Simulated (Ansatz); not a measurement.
Compare A (`CC[SiH](O)[SiH3]`) with its isomer B (`CO[SiH2]C[SiH3]`).

Program: Ansatz. Geometries: PBE0-D4/def2-TZVP. ΔE: electronic, gas phase. CBS: MP2 limit from def2 TZ/QZ plus the TZ coupled-cluster correction, frozen cores. DFT in def2-TZVPP. B3LYP here is the variant with VWN-RPA as its local correlation; programs differ in this. Each species was taken in one conformer, which may not be the lowest.

Task: Which isomer does CCSD(T)/CBS put lower? Give the gap. (Estimate.)

Result: Ansatz gave: A, by 33.7 kJ/mol.

Task: Give E(B) − E(A) in kJ/mol with r2SCAN-D4, PBE0-D4, PBE-D4, ωB97M-V, HF/def2-TZVPP, CCSD(T)/def2-TZVPP, B3LYP-D4. (Estimate.)

Result: Computed: r2SCAN-D4 34.8, PBE0-D4 41.4, PBE-D4 44.7, ωB97M-V 27.1, HF/def2-TZVPP 14.6, CCSD(T)/def2-TZVPP 31.5, B3LYP-D4 30.9. None reverses the order clearly.

Largest T1 diagnostic: 0.011.

In def2-TZVPP, CCSD(T) changes the Hartree–Fock value by +16.8 kJ/mol (the triples alone add +1.5 kJ/mol) and MP2 by +15.0 kJ/mol. From PBE to PBE0 (25 % exact exchange), in def2-TZVPP and without D4, E(B) − E(A) moves by −3.4 kJ/mol.
